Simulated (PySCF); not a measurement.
# NMR parameters of (BeO)3 ring

(BeO)3 ring, Be3O3, point group D3h.

Geometry:
```tsv
atom	x (Å)	y (Å)	z (Å)
Be1	-1.281	-0.126	0.027
O2	-0.681	-1.343	-0.535
Be3	0.734	-0.958	-0.459
O4	1.589	0.157	-0.031
Be5	0.548	1.083	0.431
O6	-0.910	1.188	0.567
```

GIAO calculations in PySCF 2.14 on the PBE0-D3(BJ)/def2-SVP structure: isolated species, non-relativistic, equivalent atoms averaged; basis pcSseg-1.

Task: Give the isotropic shieldings (ppm) with B3LYP, PBE0.

Result: 
```
             atoms            environment  B3LYP   PBE0
          O2/O4/O6  oxygen bonded to 2 Be  230.8  235.4
       Be1/Be3/Be5       Be bonded to 2 O     99    101
HOMO–LUMO gap (eV)                      –   6.69   7.29
```

Task: And the chemical shifts, against references computed in the same way?

Result: 
```csv
atoms,"nucleus, reference",B3LYP,PBE0
O2/O4/O6,"¹⁷O, H2O",103.2,99.1
```

Task: Which part of the shielding of O2/O4/O6 depends on the functional?

Result: Diamagnetic: B3LYP 401, PBE0 400 ppm; paramagnetic: B3LYP -170, PBE0 -165 ppm. The diamagnetic part, set mainly by inner electrons, hardly moves; the paramagnetic part goes with low-lying magnetically allowed excitations and carries the spread.

Task: What couplings does B3LYP/pcJ-1 give?

Result: ²J(O2,O4) = -2.6 Hz (averaged over equivalent pairs; isotopes ¹⁷O).

Experimental scales use liquid or dissolved standards, which lie at an offset from isolated H2O (liquid H2O: subtract about 36 ppm).
